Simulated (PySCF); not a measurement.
# Reading the logs of faulty runs: AlCClH5 anion

All numbers below are calculated, not measured. They come from PySCF 2.14.0, an open-source quantum chemistry program, on an isolated molecule that a program drew, which may never have been made. The molecule is AlCClH5 anion (charge -1, singlet), drawn as the SMILES string `[CH3][AlH2-][Cl]`.

Each row is a Hartree-Fock (HF) and frozen-core CCSD(T) single point in the aug-cc-pV(D+d)Z basis, meant for a local HF minimum. Run 1 is clean. Each other run has one planted mistake out of seven kinds, and not every kind appears here: one electron removed, one electron added, multiplicity raised by two, geometry at a saddle point, minimal basis STO-3G, one bond length entered in bohr, all coordinates scaled. The reference is restricted for singlets and unrestricted otherwise, and also for a bond in bohr. Adding or removing an electron swaps singlet and doublet. Electrons count all cores. HOMO and LUMO are orbital energies over both spins, the gradient is its largest component, and the lowest frequency (negative if imaginary) is given only where the gradient is small. Bond lengths are over the 7 bonds as drawn. T1 is the CCSD diagnostic: over 0.02 (restricted) or 0.045 (unrestricted) a single reference is doubtful.

Geometry of the clean run:
```xyz
8
AlCClH5 anion, angstrom
C     1.3947    0.1206    1.0291
Al    0.6229   -1.7369    1.0422
Cl   -1.5657   -1.5442    1.6850
H     1.3439    0.5915    2.0191
H     2.4520    0.1124    0.7281
H     0.8643    0.7791    0.3295
H     0.6164   -2.4096   -0.4381
H     1.3483   -2.6952    2.1373
```

```
run,electrons,basis functions,<S^2>,HOMO (eV),LUMO (eV),gradient (hartree/bohr),lowest frequency (cm^-1),mean bond (Å),longest bond (Å),T1,HF (hartree),CCSD(T) (hartree),mistake
1,42,132,0.000,-5.73,3.36,2.3e-05,141,1.5495,2.289,0.0092,-742.32131,-742.78492,no fault
2,42,28,0.000,-2.47,17.78,4.6e-02,-,1.5495,2.289,0.0057,-733.91443,-734.03327,minimal basis STO-3G
3,42,132,0.000,-5.61,3.34,3.9e-02,-,1.4767,2.182,0.0089,-742.30761,-742.76847,all coordinates scaled
4,42,132,2.011,0.28,1.07,1.0e-01,-,1.5495,2.289,0.0305,-742.15487,-742.59503,?
```

**Which mistake was planted in run 4, and what did it cost?**

Electrons, basis and geometry are unchanged, and <S^2> is 2.011, beside S(S+1) = 2.00 for a multiplicity of 3. So the mistake is: multiplicity raised by two. Subtracting run 1 and multiplying by 627.51 kcal/mol a hartree, the energy moved by 104.4 kcal/mol in HF and 119.2 kcal/mol in CCSD(T).

Cautions from the logs. Run 4: the HOMO is above zero, so the electron isn't bound and the energy depends on the basis.
